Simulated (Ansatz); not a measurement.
Total energies of CH$_{3}$Cl$_{2}$In (`Cl[CH](Cl)[InH2]`).

```xyz
7

Cl    0.1583   -0.6495   -2.2258
C    -0.5414    0.0477   -0.7612
Cl   -0.4417    1.8500   -0.7865
In    0.5561   -0.3101    1.0976
H    -1.6028   -0.1820   -0.7764
H     2.2565   -0.3745    0.9219
H    -0.3851   -0.3815    2.5304
```

Charge 0, multiplicity 1. Correlated methods include outer-core shells of In, which these sets cover unevenly. In takes the def2 core potential. Geometry: relaxed with PBE0-D4/def2-TZVP. Basis def2-TZVPP, the Gaussian-basis code of Ansatz.

RPA on PBE orbitals: Hartree–Fock energy of these orbitals -1147.75677 Eh, correlation -1.33667 Eh (frozen core).

```csv
functional,energy without D4 (Eh),D4 term (kJ/mol)
LDA (SPW92),-1146.78349,–
PBE,-1150.02005,-18.8
revPBE,-1150.31977,-49.0
BLYP,-1150.37380,-40.6
r2SCAN,-1150.43408,-4.2
B97M-V,-1150.21484,–
PBE0,-1150.09657,-16.0
B3LYP,-1150.54569,-31.0
r2SCANh,-1150.41504,-4.6
r2SCAN0,-1150.38783,-5.1
HSE06 (plane-wave form),-1150.07739,-15.1
BHLYP,-1150.33642,-27.5
CAM-B3LYP,-1150.42844,-16.6
LC-ωPBE,-1150.20230,–
ωB97X-V,-1150.28109,–
ωB97M-V,-1150.32823,–
B2PLYP,-1149.93359,–
PBE-QIDH,-1149.71830,–
```

B3LYP takes the VWN-RPA correlation (the form of Gaussian; ORCA's B3LYP/G). HSE06 is the plane-wave form, built on full-range PBE exchange. The double hybrids freeze the cores in their second-order part.

LC-ωPBE has ω = 0.4 bohr⁻¹.
